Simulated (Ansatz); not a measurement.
SnEtF3 (C2H5F3Sn). Total charge 0; singlet. Geometry r2SCAN-D4/def2-SVP, basis def2-TZVP, Ansatz.

```
atom   x (Å)   y (Å)   z (Å)
 Sn1   1.304  -0.788   0.179
  C2  -0.100   0.831   0.273
  C3  -1.430   0.430  -0.354
  H4   0.385   1.673  -0.245
  H5  -0.185   1.090   1.340
  H6  -2.136   1.276  -0.310
  H7  -1.317   0.147  -1.411
  H8  -1.895  -0.416   0.175
  F9   1.498  -1.480  -1.612
 F10   0.766  -2.325   1.211
 F11   3.110  -0.438   0.754
```

```json
{"run": "A", "HOMO (eV)": "-9.30", "LUMO (eV)": "-2.40"}
{"run": "B", "HOMO (eV)": "-9.10", "LUMO (eV)": "-2.41"}
{"run": "C", "HOMO (eV)": "-8.95", "LUMO (eV)": "-2.42"}
{"run": "D", "HOMO (eV)": "-8.12", "LUMO (eV)": "-3.01"}
{"run": "E", "HOMO (eV)": "-9.50", "LUMO (eV)": "-2.04"}
{"run": "F", "HOMO (eV)": "-8.43", "LUMO (eV)": "-2.77"}
```

In the def2 sets Sn takes a core potential; there is no spin–orbit coupling. B3LYP takes the VWN-RPA correlation. HSE06 is defined as in plane-wave codes, on full-range PBE exchange.

Question: The runs used B3LYP, HSE06, PBE, PBE0, r2SCAN, r2SCANh. Estimate which is which.

Answer: A B3LYP (20 % exact exchange); B HSE06 (range-separated); C r2SCANh (10 % exact exchange); D PBE (0 % exact exchange); E PBE0 (25 % exact exchange); F r2SCAN (0 % exact exchange). Exact exchange lowers occupied and raises empty levels; among semilocal functionals meta-GGAs tend to open the gap a little, and such runs are hard to tell apart. The gap grows from 5.11 eV (PBE) to 7.45 eV (PBE0).
